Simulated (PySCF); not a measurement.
ClFH₅NSi₂, SMILES N[Si@@H](Cl)[SiH2]F. Atoms are numbered in the order given.

```xyz
10

N     -1.6234    -1.3503    -0.2648
Si    -0.7741     0.1400    -0.2787
Cl    -0.9587     1.3100     1.4711
Si     1.5347    -0.2094    -0.2857
F      2.0172    -1.0458    -1.6043
H     -1.3450    -2.1047     0.3557
H     -2.6236    -1.3766    -0.4425
H     -1.3360     0.9560    -1.3878
H      2.2600     1.0928    -0.2673
H      1.9033    -1.0022     0.9257
```

Geometry: r2SCAN-D4/def2-SVP. The structure was generated by enumeration; whether it is a known compound was not checked. One conformer was computed; it need not be the lowest.

The numbers are results of TDA-PBE/def2-SVPD run with PySCF 2.14.0, not measurements.

Vertical excitations. 

| state | energy (eV) | λ (nm) | f | main pairs |
|---|---|---|---|---|
| S1 | 5.47 | 227 | 0.028 | HOMO→LUMO 93 % |
| S2 | 5.72 | 217 | 0.003 | HOMO−1→LUMO 58 %, HOMO→LUMO+1 39 % |
| S3 | 5.79 | 214 | 0.031 | HOMO→LUMO+1 55 %, HOMO−1→LUMO 37 % |
| S4 | 6.11 | 203 | 0.015 | HOMO−1→LUMO+1 90 % |
| S5 | 6.38 | 194 | 0.011 | HOMO−2→LUMO 97 % |
| S6 | 6.73 | 184 | 0.014 | HOMO−2→LUMO+1 54 %, HOMO→LUMO+2 41 % |
| S7 | 6.82 | 182 | 0.020 | HOMO→LUMO+3 53 %, HOMO−2→LUMO+1 20 %, HOMO→LUMO+2 11 % |
| S8 | 6.85 | 181 | 0.012 | HOMO→LUMO+3 39 %, HOMO→LUMO+2 27 %, HOMO−2→LUMO+1 12 %, HOMO−4→LUMO 11 % |
| S9 | 6.88 | 180 | 0.006 | HOMO−3→LUMO 92 % |
| S10 | 7.00 | 177 | 0.021 | HOMO−4→LUMO 55 %, HOMO−1→LUMO+2 18 % |
| T1 | 4.96 | 250 | 0 | HOMO→LUMO 90 % |
| T2 | 5.30 | 234 | 0 | HOMO−1→LUMO 90 % |
| T3 | 5.34 | 232 | 0 | HOMO→LUMO+1 92 % |
| T4 | 5.69 | 218 | 0 | HOMO−1→LUMO+1 91 % |
Triplets are in the Tamm–Dancoff approximation.
